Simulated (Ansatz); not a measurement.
Ansatz (a first-principles code) input (B3LYP-D3(BJ)/def2-TZVP):

Ansatz 0.2 input:
```yaml
crystal:
  periodic: [false, false, false]
  atoms:
    - {symbol: C, position_ang: [-3.98210726, 0.63216330, -0.45955939]}
    - {symbol: C, position_ang: [-2.60001668, 0.88139885, 0.13687309]}
    - {symbol: C, position_ang: [-1.56325110, -0.14769958, -0.30806280]}
    - {symbol: C, position_ang: [-0.17834444, 0.10089563, 0.28595714]}
    - {symbol: C, position_ang: [0.84086010, -0.93728598, -0.16771564]}
    - {symbol: S, position_ang: [2.51078603, -0.68903631, 0.51095912]}
    - {symbol: C, position_ang: [3.02433466, 0.70640635, -0.32164461]}
    - {symbol: H, position_ang: [-4.70239337, 1.38078583, -0.12503140]}
    - {symbol: H, position_ang: [-3.95074823, 0.66478570, -1.55131975]}
    - {symbol: H, position_ang: [-4.36381509, -0.34987123, -0.16994654]}
    - {symbol: H, position_ang: [-2.25447372, 1.88203078, -0.14172388]}
    - {symbol: H, position_ang: [-2.66489560, 0.87579376, 1.22957204]}
    - {symbol: H, position_ang: [-1.49709238, -0.14353216, -1.40187172]}
    - {symbol: H, position_ang: [-1.90672952, -1.15012325, -0.02851105]}
    - {symbol: H, position_ang: [0.17210485, 1.09652402, 0.00253363]}
    - {symbol: H, position_ang: [-0.23429935, 0.09347674, 1.37790264]}
    - {symbol: H, position_ang: [0.92270657, -0.96112084, -1.25658471]}
    - {symbol: H, position_ang: [0.55029079, -1.93682624, 0.16044335]}
    - {symbol: H, position_ang: [3.97380386, 1.13139841, -0.03664726]}
    - {symbol: H, position_ang: [2.53411302, 1.02598796, -1.22924780]}
basis:
  gaussian:
    orbitals: def2-TZVP
hamiltonian:
  xc: b3lyp
  dispersion: d3bj
magnetization: {spin_polarized: true, initial_magnetization: 1}
phonons: {temperatures: {t_min: 298.15, t_max: 298.15, t_step: 100}}
```

Output:

```
Functional definition: B3LYP
integrals: 0.31 GiB planned
1923 factors; their error is unknown
0.37 GiB of the device are held for the grids
2.08 GiB of device memory are held for the factors and their scratch space
mean field: 2.45 GiB planned
mean field evaluation 1: about -17250.8807 eV, gradient 6.6e1 eV
mean field evaluation 2: about -17228.5100 eV, gradient 9.1e1 eV
mean field evaluation 4: about -17271.8851 eV, gradient 5.3e0 eV
mean field evaluation 8: about -17272.0226 eV, gradient 2.7e-1 eV
mean field evaluation 16: about -17271.9943 eV, gradient 7.3e-3 eV
mean field -17271.99425519 eV, -634.7340815000 hartree, gradient 3.7e-5 eV, S^2 0.755686; 0 other end points of the search recorded, 0 dependent functions left out
the calculation of the forces begins
reference -17271.99461251 eV, -634.7340946314 hartree; 33, 32 occupied and 268, 269 virtual orbitals, 1923 factors
these checks for a lower state are left out or cut short: stability, starts, cluster_reference, orbital_swaps, neighbouring_geometries, increment
integrals: 0.31 GiB planned
1923 factors; their error is unknown
0.37 GiB of the device are held for the grids
2.08 GiB of device memory are held for the factors and their scratch space
mean field: 2.45 GiB planned
mean field -17271.99405562 eV, -634.7340741658 hartree, gradient 2.9e-6 eV, S^2 0.755686; 0 other end points of the search recorded, 0 dependent functions left out
the calculation of the forces begins
reference -17271.99441301 eV, -634.7340872997 hartree; 33, 32 occupied and 268, 269 virtual orbitals, 1923 factors
these checks for a lower state are left out or cut short: stability, starts, cluster_reference, orbital_swaps, neighbouring_geometries, increment
integrals: 0.31 GiB planned
1923 factors; their error is unknown
0.37 GiB of the device are held for the grids
2.08 GiB of device memory are held for the factors and their scratch space
mean field: 2.45 GiB planned
mean field evaluation 32: about -17271.9942 eV, gradient 5.5e-4 eV
mean field -17271.99415973 eV, -634.7340779918 hartree, gradient 2.9e-6 eV, S^2 0.755686; 0 other end points of the search recorded, 0 dependent functions left out
the calculation of the forces begins
reference -17271.99451698 eV, -634.7340911206 hartree; 33, 32 occupied and 268, 269 virtual orbitals, 1923 factors
these checks for a lower state are left out or cut short: stability, starts, cluster_reference, orbital_swaps, neighbouring_geometries, increment
integrals: 0.31 GiB planned
1923 factors; their error is unknown
0.37 GiB of the device are held for the grids
2.08 GiB of device memory are held for the factors and their scratch space
mean field: 2.45 GiB planned
mean field -17271.99409589 eV, -634.7340756458 hartree, gradient 2.9e-6 eV, S^2 0.755686; 0 other end points of the search recorded, 0 dependent functions left out
the calculation of the forces begins
reference -17271.99445323 eV, -634.7340887779 hartree; 33, 32 occupied and 268, 269 virtual orbitals, 1923 factors
these checks for a lower state are left out or cut short: stability, starts, cluster_reference, orbital_swaps, neighbouring_geometries, increment
integrals: 0.31 GiB planned
1923 factors; their error is unknown
0.37 GiB of the device are held for the grids
2.08 GiB of device memory are held for the factors and their scratch space
mean field: 2.45 GiB planned
mean field -17271.99407357 eV, -634.7340748256 hartree, gradient 2.9e-6 eV, S^2 0.755686; 0 other end points of the search recorded, 0 dependent functions left out
[...]
1923 factors; their error is unknown
0.37 GiB of the device are held for the grids
2.08 GiB of device memory are held for the factors and their scratch space
mean field: 2.45 GiB planned
mean field -17271.99424521 eV, -634.7340811333 hartree, gradient 2.9e-6 eV, S^2 0.755689; 0 other end points of the search recorded, 0 dependent functions left out
the calculation of the forces begins
reference -17271.99460256 eV, -634.7340942655 hartree; 33, 32 occupied and 268, 269 virtual orbitals, 1923 factors
these checks for a lower state are left out or cut short: stability, starts, cluster_reference, orbital_swaps, neighbouring_geometries, increment
integrals: 0.31 GiB planned
1923 factors; their error is unknown
0.37 GiB of the device are held for the grids
2.08 GiB of device memory are held for the factors and their scratch space
mean field: 2.45 GiB planned
mean field evaluation 800: about -17272.0230 eV, gradient 5.8e-4 eV
mean field -17271.99421700 eV, -634.7340800966 hartree, gradient 2.9e-6 eV, S^2 0.755683; 0 other end points of the search recorded, 0 dependent functions left out
the calculation of the forces begins
reference -17271.99457430 eV, -634.7340932272 hartree; 33, 32 occupied and 268, 269 virtual orbitals, 1923 factors
these checks for a lower state are left out or cut short: stability, starts, cluster_reference, orbital_swaps, neighbouring_geometries, increment
integrals: 0.31 GiB planned
1923 factors; their error is unknown
0.37 GiB of the device are held for the grids
2.08 GiB of device memory are held for the factors and their scratch space
mean field: 2.45 GiB planned
mean field -17271.99423637 eV, -634.7340808085 hartree, gradient 2.9e-6 eV, S^2 0.755689; 0 other end points of the search recorded, 0 dependent functions left out
the calculation of the forces begins
reference -17271.99459372 eV, -634.7340939407 hartree; 33, 32 occupied and 268, 269 virtual orbitals, 1923 factors
these checks for a lower state are left out or cut short: stability, starts, cluster_reference, orbital_swaps, neighbouring_geometries, increment
integrals: 0.31 GiB planned
1923 factors; their error is unknown
0.37 GiB of the device are held for the grids
2.08 GiB of device memory are held for the factors and their scratch space
mean field: 2.45 GiB planned
mean field -17271.99424030 eV, -634.7340809527 hartree, gradient 2.9e-6 eV, S^2 0.755683; 0 other end points of the search recorded, 0 dependent functions left out
the calculation of the forces begins
reference -17271.99459759 eV, -634.7340940832 hartree; 33, 32 occupied and 268, 269 virtual orbitals, 1923 factors
these checks for a lower state are left out or cut short: stability, starts, cluster_reference, orbital_swaps, neighbouring_geometries, increment
integrals: 0.31 GiB planned
1923 factors; their error is unknown
0.37 GiB of the device are held for the grids
2.08 GiB of device memory are held for the factors and their scratch space
mean field: 2.45 GiB planned
mean field -17271.99425534 eV, -634.7340815054 hartree, gradient 2.9e-6 eV, S^2 0.755683; 0 other end points of the search recorded, 0 dependent functions left out
the calculation of the forces begins
reference -17271.99461268 eV, -634.7340946375 hartree; 33, 32 occupied and 268, 269 virtual orbitals, 1923 factors
these checks for a lower state are left out or cut short: stability, starts, cluster_reference, orbital_swaps, neighbouring_geometries, increment
integrals: 0.31 GiB planned
1923 factors; their error is unknown
0.37 GiB of the device are held for the grids
2.08 GiB of device memory are held for the factors and their scratch space
mean field: 2.45 GiB planned
mean field evaluation 832: about -17271.9942 eV, gradient 2.5e-6 eV
mean field -17271.99419360 eV, -634.7340792367 hartree, gradient 2.9e-6 eV, S^2 0.755689; 0 other end points of the search recorded, 0 dependent functions left out
the calculation of the forces begins
reference -17271.99455090 eV, -634.7340923673 hartree; 33, 32 occupied and 268, 269 virtual orbitals, 1923 factors
these checks for a lower state are left out or cut short: stability, starts, cluster_reference, orbital_swaps, neighbouring_geometries, increment
integrals: 0.31 GiB planned
1923 factors; their error is unknown
0.37 GiB of the device are held for the grids
2.08 GiB of device memory are held for the factors and their scratch space
mean field: 2.45 GiB planned
mean field -17271.99426096 eV, -634.7340817119 hartree, gradient 3.0e-6 eV, S^2 0.755687; 0 other end points of the search recorded, 0 dependent functions left out
the calculation of the forces begins
reference -17271.99461827 eV, -634.7340948429 hartree; 33, 32 occupied and 268, 269 virtual orbitals, 1923 factors
these checks for a lower state are left out or cut short: stability, starts, cluster_reference, orbital_swaps, neighbouring_geometries, increment
integrals: 0.31 GiB planned
1923 factors; their error is unknown
0.37 GiB of the device are held for the grids
2.08 GiB of device memory are held for the factors and their scratch space
mean field: 2.45 GiB planned
mean field -17271.99421505 eV, -634.7340800250 hartree, gradient 2.9e-6 eV, S^2 0.755684; 0 other end points of the search recorded, 0 dependent functions left out
the calculation of the forces begins
reference -17271.99457238 eV, -634.7340931567 hartree; 33, 32 occupied and 268, 269 virtual orbitals, 1923 factors
these checks for a lower state are left out or cut short: stability, starts, cluster_reference, orbital_swaps, neighbouring_geometries, increment
integrals: 0.31 GiB planned
1923 factors; their error is unknown
0.37 GiB of the device are held for the grids
2.08 GiB of device memory are held for the factors and their scratch space
mean field: 2.45 GiB planned
mean field -17271.99415890 eV, -634.7340779614 hartree, gradient 2.9e-6 eV, S^2 0.755681; 0 other end points of the search recorded, 0 dependent functions left out
the calculation of the forces begins
reference -17271.99451618 eV, -634.7340910912 hartree; 33, 32 occupied and 268, 269 virtual orbitals, 1923 factors
these checks for a lower state are left out or cut short: stability, starts, cluster_reference, orbital_swaps, neighbouring_geometries, increment
integrals: 0.31 GiB planned
1923 factors; their error is unknown
0.37 GiB of the device are held for the grids
2.08 GiB of device memory are held for the factors and their scratch space
mean field: 2.45 GiB planned
mean field -17271.99419752 eV, -634.7340793808 hartree, gradient 2.9e-6 eV, S^2 0.755690; 0 other end points of the search recorded, 0 dependent functions left out
the calculation of the forces begins
reference -17271.99455489 eV, -634.7340925138 hartree; 33, 32 occupied and 268, 269 virtual orbitals, 1923 factors
Total energy: -17272.78066889 eV, -634.7629816703 hartree
Atom 0 at    -3.982107     0.632163    -0.459559 Å, force     0.000291    -0.000316     0.000033 eV/Å
Atom 1 at    -2.600017     0.881399     0.136873 Å, force     0.000324     0.000405     0.000135 eV/Å
Atom 2 at    -1.563251    -0.147700    -0.308063 Å, force     0.000016    -0.000732    -0.000270 eV/Å
Atom 3 at    -0.178344     0.100896     0.285957 Å, force     0.000259     0.000301     0.000403 eV/Å
Atom 4 at     0.840860    -0.937286    -0.167716 Å, force    -0.000428     0.000357     0.000138 eV/Å
Atom 5 at     2.510786    -0.689036     0.510959 Å, force    -0.000560     0.000504    -0.000470 eV/Å
Atom 6 at     3.024335     0.706406    -0.321645 Å, force    -0.000580    -0.000982     0.000291 eV/Å
Atom 7 at    -4.702393     1.380786    -0.125031 Å, force     0.000004     0.000145     0.000038 eV/Å
Atom 8 at    -3.950748     0.664786    -1.551320 Å, force    -0.000053    -0.000096     0.000003 eV/Å
Atom 9 at    -4.363815    -0.349871    -0.169947 Å, force    -0.000117     0.000013     0.000027 eV/Å
Atom 10 at    -2.254474     1.882031    -0.141724 Å, force     0.000106     0.000072     0.000016 eV/Å
Atom 11 at    -2.664896     0.875794     1.229572 Å, force     0.000039     0.000157     0.000003 eV/Å
Atom 12 at    -1.497092    -0.143532    -1.401872 Å, force     0.000085    -0.000118    -0.000245 eV/Å
Atom 13 at    -1.906730    -1.150123    -0.028511 Å, force    -0.000207    -0.000217     0.000018 eV/Å
Atom 14 at     0.172105     1.096524     0.002534 Å, force     0.000226     0.000046     0.000053 eV/Å
Atom 15 at    -0.234299     0.093477     1.377903 Å, force    -0.000102    -0.000063     0.000118 eV/Å
Atom 16 at     0.922707    -0.961121    -1.256585 Å, force     0.000126    -0.000147    -0.000169 eV/Å
Atom 17 at     0.550291    -1.936826     0.160443 Å, force    -0.000029    -0.000137    -0.000145 eV/Å
Atom 18 at     3.973804     1.131398    -0.036647 Å, force     0.000162     0.000527    -0.000240 eV/Å
Atom 19 at     2.534113     1.025988    -1.229248 Å, force     0.000441     0.000278     0.000262 eV/Å
Dipole moment:    -0.312290     0.004410    -0.133449 e Å
Vibrations: 53.16 67.60 109.94 130.36 136.26 205.65 240.53 245.90 321.17 343.25 373.18 455.04 724.07 735.91 754.70 832.53 848.75 907.72 917.79 976.82 1010.47 1043.66 1066.57 1107.10 1129.05 1227.68 1246.00 1292.29 1313.22 1330.32 1336.11 1373.24 1400.42 1406.24 1416.25 1467.66 1487.88 1491.96 1500.01 1502.98 1514.05 3000.78 3015.48 3020.71 3026.31 3031.04 3042.92 3044.71 3066.11 3085.10 3091.66 3094.76 3156.26 3277.23 cm⁻¹, zero-point energy 4.773179 eV
```

It need not be the lowest isomer of its formula.
